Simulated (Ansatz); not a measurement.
# Nudged elastic band run: CHF2NSi

Input file:

```yaml
crystal:
  periodic: [false, false, false]
  atoms:
    - { symbol: "N", position_ang: [0.367409, -2.329206, 0.730953] }
    - { symbol: C, position_ang: [0.196294, -1.233746, 0.379863] }
    - { symbol: Si, position_ang: [-0.076038, 0.527615, -0.120164] }
    - { symbol: F, position_ang: [-1.42981, 0.573383, -1.022813] }
    - { symbol: F, position_ang: [1.183438, 0.968098, -1.052499] }
    - { symbol: H, position_ang: [-0.199193, 1.429756, 1.03846] }
basis:
  gaussian: { orbitals: cc-pVDZ }
hamiltonian:
  xc: b3lyp
  dispersion: d4
neb:
  order_check: false
  images: 5
  f_tol: 0.05
  max_iterations: 60
  final_atoms:
    - { symbol: "N", position_ang: [0.43766688, -2.51036164, 1.43179202] }
    - { symbol: C, position_ang: [0.00278667, -1.54647058, 0.9590369] }
    - { symbol: Si, position_ang: [-0.21616677, 2.16222311, -1.29947117] }
    - { symbol: F, position_ang: [-1.03956902, 1.05521916, -0.35028782] }
    - { symbol: F, position_ang: [1.25941562, 1.42116619, -1.30445214] }
    - { symbol: H, position_ang: [-0.40203338, -0.64587624, 0.51718221] }
  initial_path:
    images:
      - { positions_ang: [[0.367409, -2.329206, 0.730953], [0.196294, -1.233746, 0.379863], [-0.076038, 0.527615, -0.120164], [-1.42981, 0.573383, -1.022813], [1.183438, 0.968098, -1.052499], [-0.199193, 1.429756, 1.03846]] }
      - { positions_ang: [[0.36185587, -2.23182895, 0.83065965], [0.19714274, -1.13594243, 0.42946191], [-0.04851406, 0.6099992, -0.16143341], [-1.39340576, 0.69172659, -0.99951044], [1.18117233, 0.97192318, -1.15620964], [-0.25615112, 1.03002241, 1.01083194]] }
      - { positions_ang: [[0.35630274, -2.1344519, 0.9303663], [0.19799147, -1.03813886, 0.47906082], [-0.02099012, 0.69238339, -0.20270282], [-1.35700152, 0.81007018, -0.97620788], [1.17890665, 0.97574835, -1.25992028], [-0.31310923, 0.63028883, 0.98320387]] }
      - { positions_ang: [[0.35074961, -2.03707485, 1.03007295], [0.19884021, -0.94033529, 0.52865973], [0.00653382, 0.77476759, -0.24397224], [-1.32059727, 0.92841378, -0.95290532], [1.17664098, 0.97957353, -1.36363093], [-0.37006735, 0.23055524, 0.95557581]] }
      - { positions_ang: [[0.37972204, -2.19483711, 1.16397931], [0.13348903, -1.14238039, 0.67211878], [-0.06769971, 1.23725276, -0.59580522], [-1.22692119, 0.97068224, -0.75203282], [1.20423253, 1.12677108, -1.34390466], [-0.38072269, -0.06158858, 0.80944461]] }
      - { positions_ang: [[0.40869446, -2.35259937, 1.29788566], [0.06813785, -1.34442548, 0.81557784], [-0.14193324, 1.69973793, -0.94763819], [-1.13324511, 1.0129507, -0.55116032], [1.23182407, 1.27396863, -1.3241784], [-0.39137804, -0.35373241, 0.66331341]] }
      - { positions_ang: [[0.43766688, -2.51036164, 1.43179202], [0.00278667, -1.54647058, 0.9590369], [-0.21616677, 2.16222311, -1.29947117], [-1.03956902, 1.05521916, -0.35028782], [1.25941562, 1.42116619, -1.30445214], [-0.40203338, -0.64587624, 0.51718221]] }
```

Launched with:

```bash
$ ansatz run input.yaml --threads 1 --pin off --max-ram 2048MiB --backend cpu --events-out ev --progress --plain --runs-dir out
```

Output, in part (warnings, iteration lines, the closing report on the highest movable image, with atoms numbered from 0):

```
NEB end point (image 0): max|allowed force component| = 7.641e-3 eV/Å (the criterion of neb.relax_end_points is 1.000e-2)
NEB end point (image 6): max|allowed force component| = 1.039e-3 eV/Å (the criterion of neb.relax_end_points is 1.000e-2)
NEB iter   1: max|band force component| = 4.834e1 eV/Å  barrier→ = 12.0774 eV  barrier← = 10.8213 eV  Δτ_max = 0.2000 Å  (189 SCF iters)
NEB iter   2: max|band force component| = 1.494e1 eV/Å  barrier→ = 4.8677 eV  barrier← = 3.6116 eV  Δτ_max = 0.1927 Å  (178 SCF iters)
NEB iter   3: max|band force component| = 6.408e0 eV/Å  barrier→ = 3.8173 eV  barrier← = 2.5612 eV  Δτ_max = 0.2000 Å  (179 SCF iters)
NEB iter   4: max|band force component| = 2.732e0 eV/Å  barrier→ = 3.2708 eV  barrier← = 2.0147 eV  Δτ_max = 0.1977 Å  (174 SCF iters)
NEB iter   5: max|band force component| = 4.647e0 eV/Å  barrier→ = 3.2294 eV  barrier← = 1.9733 eV  Δτ_max = 0.1019 Å  (169 SCF iters)
NEB iter   6: max|band force component| = 1.838e0 eV/Å  barrier→ = 3.3377 eV  barrier← = 2.0816 eV  Δτ_max = 0.0506 Å  (159 SCF iters)
NEB iter   7: max|band force component| = 1.980e0 eV/Å  barrier→ = 3.3201 eV  barrier← = 2.0640 eV  Δτ_max = 0.0254 Å  (160 SCF iters)
NEB iter   8: max|band force component| = 1.961e0 eV/Å  barrier→ = 3.3161 eV  barrier← = 2.0600 eV  Δτ_max = 0.0510 Å  (158 SCF iters)
NEB iter   9: max|band force component| = 1.747e0 eV/Å  barrier→ = 3.3427 eV  barrier← = 2.0866 eV  Δτ_max = 0.0507 Å  (156 SCF iters)
NEB iter  10: max|band force component| = 1.359e0 eV/Å  barrier→ = 3.3443 eV  barrier← = 2.0882 eV  Δτ_max = 0.0507 Å  (155 SCF iters)
NEB iter  11: max|band force component| = 9.096e-1 eV/Å  barrier→ = 3.3448 eV  barrier← = 2.0887 eV  Δτ_max = 0.1000 Å  (156 SCF iters)
NEB iter  12: max|band force component| = 2.296e0 eV/Å  barrier→ = 3.3883 eV  barrier← = 2.1322 eV  CI = image 2  Δτ_max = 0.2000 Å  (153 SCF iters)
NEB iter  13: max|band force component| = 2.436e0 eV/Å  barrier→ = 3.6974 eV  barrier← = 2.4413 eV  CI = image 2  Δτ_max = 0.2000 Å  (159 SCF iters)
NEB iter  14: max|band force component| = 5.442e-1 eV/Å  barrier→ = 3.6974 eV  barrier← = 2.4412 eV  CI = image 2  Δτ_max = 0.1945 Å  (165 SCF iters)
NEB iter  15: max|band force component| = 1.397e0 eV/Å  barrier→ = 3.6502 eV  barrier← = 2.3941 eV  CI = image 2  Δτ_max = 0.1010 Å  (160 SCF iters)
NEB iter  16: max|band force component| = 4.257e-1 eV/Å  barrier→ = 3.6474 eV  barrier← = 2.3913 eV  CI = image 2  Δτ_max = 0.1460 Å  (156 SCF iters)
NEB iter  17: max|band force component| = 8.099e-1 eV/Å  barrier→ = 3.6394 eV  barrier← = 2.3833 eV  CI = image 2  Δτ_max = 0.0749 Å  (154 SCF iters)
NEB iter  18: max|band force component| = 7.427e-1 eV/Å  barrier→ = 3.6363 eV  barrier← = 2.3802 eV  CI = image 2  Δτ_max = 0.0373 Å  (156 SCF iters)
NEB iter  19: max|band force component| = 3.231e-1 eV/Å  barrier→ = 3.6343 eV  barrier← = 2.3782 eV  CI = image 2  Δτ_max = 0.0374 Å  (158 SCF iters)
NEB iter  20: max|band force component| = 1.883e-1 eV/Å  barrier→ = 3.6335 eV  barrier← = 2.3773 eV  CI = image 2  Δτ_max = 0.0747 Å  (159 SCF iters)
NEB iter  21: max|band force component| = 5.640e-2 eV/Å  barrier→ = 3.6335 eV  barrier← = 2.3774 eV  CI = image 2  Δτ_max = 0.1226 Å  (159 SCF iters)
NEB iter  22: max|band force component| = 5.511e-2 eV/Å  barrier→ = 3.6333 eV  barrier← = 2.3772 eV  CI = image 2  Δτ_max = 0.0460 Å  (152 SCF iters)
NEB iter  23: max|band force component| = 3.516e-2 eV/Å  barrier→ = 3.6333 eV  barrier← = 2.3772 eV  CI = image 2  Δτ_max = 0.0000 Å  (297 SCF iters)
Total energy: -15854.26653499 eV, -582.6335487531 hartree
Atom 0 at     0.248167    -2.066373     1.141601 Å, force    -0.000992    -0.001528     0.002447 eV/Å
Atom 1 at     0.127858    -1.114436     0.463114 Å, force     0.002936     0.004527     0.002100 eV/Å
Atom 2 at    -0.102393     1.047415    -0.253562 Å, force    -0.001183     0.002516    -0.005814 eV/Å
Atom 3 at    -1.432980     0.821899    -1.177744 Å, force    -0.002028     0.002206     0.000548 eV/Å
Atom 4 at     1.171501     1.067036    -1.279381 Å, force     0.000903     0.000309     0.001261 eV/Å
Atom 5 at     0.029947     0.180360     1.059771 Å, force     0.000365    -0.008029    -0.000543 eV/Å
Dipole moment:    -0.054883     0.626564     0.121163 e Å
```

The forces met the threshold. Neighbouring images differ by up to 3.0 eV, so the band resolves the path poorly. A vibrational analysis at the climbing image gives one clearly imaginary mode, 1142i cm⁻¹: a first-order saddle point. The orbitals stay closed-shell, which can raise the energy where a bond breaks towards radicals; this wasn't checked here.

Final band (atoms are numbered from 1 in the order of the input):

```tsv
image	path coordinate (Å)	energy (eV)	C2–Si3 (Å)	Si3–H6 (Å)	C2–H6 (Å)
0	0.00	0.00	1.85	1.47	2.77
1	0.85	0.62	1.87	1.45	2.23
2	1.69	3.63	2.29	1.58	1.43
3	2.57	1.70	3.06	2.32	1.08
4	3.45	1.45	3.84	3.12	1.07
5	4.32	1.28	4.05	3.20	1.08
6	5.20	1.26	4.35	3.35	1.08
```

Run time: 5.5 min on 1 thread of Arm Neoverse V1 (shared host), peak memory 0.15 GiB.
